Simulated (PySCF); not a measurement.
Ligand exchange on a metal centre used in film growth or etching (Cd Cl-NH2). Gas-phase values, no solvent. One relaxed conformer stands for each flexible species; it need not be the lowest.

Computed with PySCF 2.14.0 with TPSSh-D3(BJ)/def2-TZVP // BP86-D3(BJ)/def2-SVP. All candidates: neutral, multiplicity 1. 

The HOMO–LUMO gap is 4.92 eV and the HOMO is -6.77 eV. The LUMO is -1.85 eV.

Q: Identify which member has these values.
A) [Cd(NH2)2]
B) [Cd(Cl)(NH2)]
C) [Cd(Cl)2]

A: B, [Cd(Cl)(NH2)]. The others give [Cd(Cl)2]: 5.44 eV, -8.15 eV, -2.71 eV; [Cd(NH2)2]: 4.93 eV, -5.95 eV, -1.02 eV
